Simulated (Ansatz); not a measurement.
Geometry optimisation, Ansatz 0.2.0, UKS PBE-D4/def2-SVP.

Input file:

```yaml
crystal:
  periodic: [false, false, false]
  atoms:
    - { symbol: H, position_ang: [-0.509034, -1.450688, -1.046265] }
    - { symbol: Br, position_ang: [-0.280214, -2.91508, -1.138295] }
    - { symbol: C, position_ang: [-0.363888, 0.768377, -0.248005] }
    - { symbol: C, position_ang: [0.468687, 0.714235, 0.771328] }
    - { symbol: H, position_ang: [-0.986161, 1.488022, -0.793728] }
    - { symbol: H, position_ang: [0.96318, -0.22483, 1.083247] }
    - { symbol: H, position_ang: [0.70733, 1.619865, 1.371717] }
magnetization:
  spin_polarized: true
  initial_magnetization: 1
basis:
  gaussian: { orbitals: def2-SVP }
hamiltonian:
  xc: pbe
  dispersion: d4
relax:
  f_tol: 0.03
  max_steps: 50
```

Command:

```bash
$ ansatz run input.yaml --threads 2 --pin off --max-ram 3072MiB --backend cpu --events-out ev --progress --plain --runs-dir out
```

Where does it end, and by what steps?

The run converged. After 27 steps the energy has fallen by 1.495 eV; H1 moved furthest, 1.71 Å. Parted: H1–Br2. Joined: H1–C3, Br2–C3.

```json
{"step": "0", "energy less start (eV)": "0.0000", "largest force component (eV/Å)": "0.728", "accepted": "yes"}
{"step": "1", "energy less start (eV)": "-0.0709", "largest force component (eV/Å)": "0.325", "accepted": "yes"}
{"step": "2", "energy less start (eV)": "-0.1450", "largest force component (eV/Å)": "1.058", "accepted": "yes"}
{"step": "3", "energy less start (eV)": "-0.2454", "largest force component (eV/Å)": "1.864", "accepted": "yes"}
{"step": "4", "energy less start (eV)": "-0.4150", "largest force component (eV/Å)": "2.548", "accepted": "yes"}
{"step": "5", "energy less start (eV)": "-0.6329", "largest force component (eV/Å)": "1.375", "accepted": "yes"}
{"step": "6", "energy less start (eV)": "-0.8095", "largest force component (eV/Å)": "1.092", "accepted": "yes"}
{"step": "7", "energy less start (eV)": "-0.8633", "largest force component (eV/Å)": "0.332", "accepted": "yes"}
{"step": "8", "energy less start (eV)": "-0.8727", "largest force component (eV/Å)": "0.153", "accepted": "yes"}
{"step": "9", "energy less start (eV)": "-0.8759", "largest force component (eV/Å)": "0.129", "accepted": "yes"}
{"step": "10", "energy less start (eV)": "-0.8772", "largest force component (eV/Å)": "0.054", "accepted": "yes"}
{"step": "11", "energy less start (eV)": "-0.8785", "largest force component (eV/Å)": "0.098", "accepted": "yes"}
{"step": "12", "energy less start (eV)": "-0.8834", "largest force component (eV/Å)": "0.448", "accepted": "yes"}
{"step": "13", "energy less start (eV)": "-0.9039", "largest force component (eV/Å)": "0.761", "accepted": "yes"}
{"step": "14", "energy less start (eV)": "-0.9570", "largest force component (eV/Å)": "0.706", "accepted": "yes"}
{"step": "15", "energy less start (eV)": "-1.0170", "largest force component (eV/Å)": "0.564", "accepted": "yes"}
{"step": "16", "energy less start (eV)": "-1.0801", "largest force component (eV/Å)": "0.598", "accepted": "yes"}
{"step": "17", "energy less start (eV)": "-1.1773", "largest force component (eV/Å)": "0.499", "accepted": "yes"}
{"step": "18", "energy less start (eV)": "-1.2773", "largest force component (eV/Å)": "0.299", "accepted": "yes"}
{"step": "19", "energy less start (eV)": "-1.2890", "largest force component (eV/Å)": "0.955", "accepted": "yes"}
{"step": "20", "energy less start (eV)": "-1.3781", "largest force component (eV/Å)": "0.186", "accepted": "yes"}
{"step": "21", "energy less start (eV)": "-1.3755", "largest force component (eV/Å)": "0.887", "accepted": "no"}
{"step": "22", "energy less start (eV)": "-1.4102", "largest force component (eV/Å)": "0.290", "accepted": "yes"}
{"step": "23", "energy less start (eV)": "-1.4578", "largest force component (eV/Å)": "0.425", "accepted": "yes"}
{"step": "24", "energy less start (eV)": "-1.4863", "largest force component (eV/Å)": "0.234", "accepted": "yes"}
{"step": "25", "energy less start (eV)": "-1.4940", "largest force component (eV/Å)": "0.104", "accepted": "yes"}
{"step": "26", "energy less start (eV)": "-1.4907", "largest force component (eV/Å)": "0.479", "accepted": "no"}
{"step": "27", "energy less start (eV)": "-1.4955", "largest force component (eV/Å)": "0.015", "accepted": "yes"}
```

```xyz
7
Properties=species:S:1:pos:R:3
H -1.418 -0.466 0.009
Br 0.368 -1.561 -1.447
C -0.474 -0.010 -0.335
C 0.446 0.372 0.711
H -0.650 0.753 -1.113
H 0.461 -0.166 1.671
H 1.266 1.077 0.505
```

Run time: 84 s on 2 threads of Arm Neoverse N1, on a shared host, peak memory 0.17 GiB.
